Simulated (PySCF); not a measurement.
Compound: C7H6N2Se.
InChI=1S/C7H6N2Se/c1-2-5-9(4-1)7-8-3-6-10-7/h1-6H

The calculation used TDDFT wB97X-D/def2-SVPD, vertical, gas phase, core orbitals frozen in the response in PySCF 2.14.0, density-fitted response routines. One conformer (not necessarily the lowest) at the PBE0-D3(BJ)/def2-SVP geometry, without solvent, vibrations or thermal averaging. Relativistic effects, spin–orbit coupling among them, are left out although an element past zinc is present. Torsions of this conformer, `[cH:1]1[cH:2][cH:3][n:4](-[c:5]2[n:6][cH:7][cH:8][se:9]2)[cH:10]1`: C3–N4–C5–N6 -1°.

Question: Predict the UV-vis stick spectrum at this level.

Answer: 

```tsv
state	E (eV)	E (kJ/mol)	λ (nm)	f	|μ| (D)	main configurations (H = HOMO, L = LUMO)
S1	4.59	443	270.1	0.287	4.06	H→L (95%)
S2	4.89	472	253.3	0.039	1.46	H-1→L (96%)
S3	4.91	473	252.7	0.0001	0.08	H→L+1 (78%), H-2→L+1 (9%)
S4	5.44	525	227.8	0.0000	0.01	H-3→L (95%)
S5	5.81	561	213.3	0.091	2.03	H-2→L (82%)
S6	5.90	569	210.2	0.0015	0.26	H-1→L+1 (39%), H-2→L+1 (38%)
```

The lowest singlet comes at 270 nm (443 kJ/mol) in the ultraviolet; it is strong; its leading configuration is HOMO→LUMO (95%). The lowest level is also the most intense of those listed (f = 0.287). Löwdin shares by element: HOMO carbon 30% or more, nitrogen 15% or more, selenium 12% (atoms not listed hold the other 43%); LUMO carbon 31% or more, selenium 18%, nitrogen 12% or more (atoms not listed hold the other 39%). Weighted by f, the mean energy of these states is 4.89 eV. The listed states span 1.31 eV, and the widest gap between neighbours is 0.54 eV (S3 to S4). Of the 6 states listed, 3 reach f = 0.01 and 2 stay under 0.0005. No computed singlet lies in the visible range (380 to 750 nm); the lowest, at 270 nm, stands 1.33 eV above its violet end (3.26 eV). The window holds the lowest 6 singlets.
